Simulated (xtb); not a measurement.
C6H11O (SMILES [CH2]C(=O)CC(C)C), doublet, at a GFN2-xTB geometry, atoms displaced at random by about 0.1 Å a coordinate; xtb with GFN1-xTB with ALPB(ether).

Here is a job for xtb.
```
$ xtb mol.xyz --gfn 1 --uhf 1 --opt --alpb ether --json

# file mol.xyz
18

C      2.22633807    -0.52691587    -0.38084356
C      1.22870572     0.61615463    -0.41196650
O      0.73713467     1.03835191    -1.30295832
C      0.33249374     0.33499740     1.00149321
C     -1.03779920    -0.16575108     0.87962773
C     -1.87936239     0.67170348    -0.07405044
C     -1.07287061    -1.71139122     0.33514113
H      2.80642850    -0.36301438    -1.35080618
H      2.49570958    -1.21302525     0.43865912
H      0.21328328     1.48359758     1.38051922
H      0.81705468    -0.17080138     1.81257809
H     -1.61163107    -0.18192362     1.86925324
H     -2.94660358    -0.01091927    -0.38314461
H     -2.26659220     1.40120942     0.56163924
H     -1.44197246     0.77790240    -0.90781849
H     -0.35919851    -1.68095507    -0.63999128
H     -0.13581508    -2.22031821     0.94730547
H     -1.80811289    -2.21727461     0.21658488
```

What the program printed (banner, timings and long lists left out):

```
   ID    Z sym.   atoms
    1    6 C      1, 2, 4-7
    2    8 O      3
    3    1 H      8-18

           -------------------------------------------------
          |                Calculation Setup                |
           -------------------------------------------------

           -------------------------------------------------
          |                 G F N 1 - x T B                 |
           -------------------------------------------------

      * Solvation model:               ALPB
        Solvent                        ether
        Parameter file                 internal GFN1-xTB/ALPB
        Dielectric constant                4.3300E+00
        Reference state                gsolv [1 M gas/solution]
        Free energy shift                  1.3619E-02 Eh       8.5463E+00 kcal/mol
        Temperature                        2.9815E+02 K
        Density                            7.1300E-01 kg/L
        Solvent mass                       7.4120E+01 g/mol
        Interaction kernel             P16
        Born radius scaling (c1)           1.8244E+00
        Born radii integrator          GBOBC
        Born offset                        0.0000E+00 a0       0.0000E+00 AA
        H-bond correction              true
        Ion screening                  false
        Surface tension                    1.0000E-05 Eh       1.5569E+01 dyn/cm
        Grid points                               230 per atom

          ...................................................
          :                      SETUP                      :
          :.................................................:
          :  # basis functions                  50          :
          :  # atomic orbitals                  50          :
          :  # shells                           36          :
          :  # electrons                        41          :
          :  # halogen bonds                     0          :
          :  max. iterations                   250          :
          :  Hamiltonian                  GFN1-xTB          :
          :  restarted?                      false          :
          :  GBSA solvation                   true          :
          :  PC potential                    false          :
          :  electronic temp.          300.0000000     K    :
          :  accuracy                    1.0000000          :
          :  -> integral cutoff          0.2500000E+02      :
          :  -> integral neglect         0.1000000E-07      :
          :  -> SCF convergence          0.1000000E-05 Eh   :
          :  -> wf. convergence          0.2000000E-04 e    :
          :  Broyden damping             0.4000000          :
          :  net charge                          0          :
          :  unpaired electrons                  1          :
          ...................................................

 iter      E             dE          RMSdq      gap      omega  full diag
   1    -23.3477095 -0.233477E+02  0.791E+00    4.89       0.0  T
   2    -23.4230492 -0.753397E-01  0.475E+00    4.08       1.0  T
   3    -23.4131014  0.994785E-02  0.144E+00    4.48       1.0  T
   4    -23.4225944 -0.949307E-02  0.531E-01    3.93       1.0  T
   5    -23.4265784 -0.398397E-02  0.173E-01    4.14       1.0  T
   6    -23.4268641 -0.285689E-03  0.924E-02    4.23       1.0  T
   7    -23.4269726 -0.108474E-03  0.488E-02    4.20       1.0  T
   8    -23.4270065 -0.339597E-04  0.141E-02    4.20       1.7  T
   9    -23.4270091 -0.261435E-05  0.126E-03    4.21      18.7  T
  10    -23.4270091  0.268094E-08  0.179E-03    4.21      13.1  T
  11    -23.4270092 -0.416725E-07  0.133E-04    4.21     177.2  T
  12    -23.4270092 -0.319059E-09  0.259E-05    4.21     910.8  T

   *** convergence criteria satisfied after 12 iterations ***

         :::::::::::::::::::::::::::::::::::::::::::::::::::::
         ::                     SUMMARY                     ::
         :::::::::::::::::::::::::::::::::::::::::::::::::::::
[...]
 * total energy  :   -23.2598220 Eh     change       -0.4972578E-04 Eh
 * total energy  :   -23.2598668 Eh     change       -0.4473766E-04 Eh
 * total energy  :   -23.2598903 Eh     change       -0.2356850E-04 Eh
 * total energy  :   -23.2599121 Eh     change       -0.2182190E-04 Eh
 * total energy  :   -23.2599244 Eh     change       -0.1226490E-04 Eh
 * total energy  :   -23.2599314 Eh     change       -0.6996673E-05 Eh
 * total energy  :   -23.2599435 Eh     change       -0.1210183E-04 Eh
 * total energy  :   -23.2599575 Eh     change       -0.1401868E-04 Eh
 * total energy  :   -23.2599784 Eh     change       -0.2088183E-04 Eh
 * total energy  :   -23.2599950 Eh     change       -0.1663799E-04 Eh
 * total energy  :   -23.2600010 Eh     change       -0.5965677E-05 Eh
 * total energy  :   -23.2600043 Eh     change       -0.3326780E-05 Eh
   *** GEOMETRY OPTIMIZATION CONVERGED AFTER 23 ITERATIONS ***
         :: total energy             -23.260004339917 Eh    ::
[...]
        26                         -0.1120751              -3.0497
        27                         -0.0906310              -2.4662
        28                         -0.0825367              -2.2459
        29                         -0.0641819              -1.7465
        30                         -0.0583913              -1.5889
        31                         -0.0542802              -1.4770
        32                         -0.0352223              -0.9584
       ...                                ...                  ...
        50                          0.6488173              17.6552
      -------------------------------------------------------------
                  HL-Gap            0.1790896 Eh            4.8733 eV
             Fermi-level           -0.3804202 Eh          -10.3518 eV

  Mulliken/CM5 charges         n(s)   n(p)   n(d)
     1C    -0.03642 -0.13459   1.119  2.918  0.000
     2C     0.37025  0.38932   1.040  2.589  0.000
     3O    -0.53469 -0.58681   1.743  4.792  0.000
     4C    -0.09996 -0.20065   1.048  3.052  0.000
     5C     0.01282 -0.06047   1.055  2.932  0.000
     6C    -0.09695 -0.24590   1.013  3.084  0.000
     7C    -0.10397 -0.25321   1.015  3.089  0.000
     8H     0.08041  0.13577   0.920  0.000  0.000
     9H     0.06248  0.11644   0.938  0.000  0.000
    10H     0.06079  0.11934   0.939  0.000  0.000
    11H     0.03812  0.09497   0.962  0.000  0.000
    12H     0.02849  0.08610   0.972  0.000  0.000
    13H     0.03372  0.08591   0.966  0.000  0.000
    14H     0.03655  0.08917   0.963  0.000  0.000
    15H     0.04401  0.10147   0.956  0.000  0.000
    16H     0.03110  0.08540   0.969  0.000  0.000
    17H     0.03263  0.08508   0.967  0.000  0.000
    18H     0.04062  0.09265   0.959  0.000  0.000

Wiberg/Mayer (AO) data.
largest (>0.10) Wiberg bond orders for each atom

 ---------------------------------------------------------------------------
     #   Z sym  total        # sym  WBO       # sym  WBO       # sym  WBO
 ---------------------------------------------------------------------------
     1   6 C    3.423 --     2 C    1.248     9 H    0.985     8 H    0.977
                             3 O    0.166
     2   6 C    3.893 --     3 O    1.626     1 C    1.248     4 C    0.987
     3   8 O    1.921 --     2 C    1.626     1 C    0.166
     4   6 C    3.995 --     2 C    0.987    11 H    0.977    10 H    0.964
                             5 C    0.962
     5   6 C    3.991 --     6 C    1.011     7 C    1.009    12 H    0.973
                             4 C    0.962
     6   6 C    3.996 --     5 C    1.011    14 H    0.985    13 H    0.984
                            15 H    0.982
     7   6 C    3.996 --     5 C    1.009    17 H    0.986    18 H    0.985
                            16 H    0.984
     8   1 H    1.001 --     1 C    0.977
     9   1 H    1.003 --     1 C    0.985
    10   1 H    1.004 --     4 C    0.964
    11   1 H    1.004 --     4 C    0.977
    12   1 H    1.006 --     5 C    0.973
    13   1 H    1.004 --     6 C    0.984
    14   1 H    1.003 --     6 C    0.985
    15   1 H    1.010 --     6 C    0.982
    16   1 H    1.006 --     7 C    0.984
    17   1 H    1.003 --     7 C    0.986
    18   1 H    1.003 --     7 C    0.985
 ---------------------------------------------------------------------------

Topologies differ in total number of bonds
Writing topology from bond orders to xtbtopo.mol

 dipole moment from electron density (au)
     X       Y       Z
   0.3951  -1.3085   1.1613  total (Debye):    4.559

optimized geometry written to: xtbopt.xyz

           -------------------------------------------------
          | TOTAL ENERGY              -23.260004339917 Eh   |
          | GRADIENT NORM               0.000659018595 Eh/α |
          | HOMO-LUMO GAP               4.873276900457 eV   |
           -------------------------------------------------

normal termination of xtb
```
